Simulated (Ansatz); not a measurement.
## GaH3F− (SMILES [F][GaH3-]): methods side by side

GaH3F− has 5 atoms, charge -1, and is taken as a singlet. As SMILES, `[F][GaH3-]`. Geometry: a GFN2-xTB relaxation, a rough one for these elements and not checked as a minimum.

Quantity: the vertical detachment energy (to the doublet neutral), in eV. The values are calculated.

```
           level                    kind  program  value (eV)  less CCSDT/STO-3G  CPU time (all runs)
       HF/STO-3G            Hartree–Fock   Ansatz       -5.64              -0.30                0.9 s
    SVWN5/STO-3G                     LDA   Ansatz       -2.93              +2.41                5.9 s
      PBE/STO-3G                     GGA   Ansatz       -3.03              +2.31                 12 s
   revPBE/STO-3G                     GGA   Ansatz       -3.06              +2.28                 11 s
    B3LYP/STO-3G           global hybrid   Ansatz       -3.06              +2.28                 12 s
CAM-B3LYP/STO-3G  range-separated hybrid   Ansatz       -3.05              +2.29                 12 s
   B2PLYP/STO-3G           double hybrid   Ansatz       -3.75              +1.59                 19 s
    CCSDT/STO-3G   coupled cluster or CI   Ansatz       -5.34               0.00                 12 s
```

Differences are taken from CCSDT/STO-3G for orientation; it has basis-set and higher-order errors of its own. All-electron rows without a relativistic Hamiltonian named are non-relativistic. Sets without diffuse functions describe the anion poorly. The values span -5.64 to -2.93 eV. All rows use very small basis sets, so none should be taken for the real molecule's value. In the correlated wave-function rows the outer d shell of Ga is correlated, in sets not made for it. Times are those of the runs behind each value, whatever else they computed, on shared processors of several kinds: orders of magnitude only.
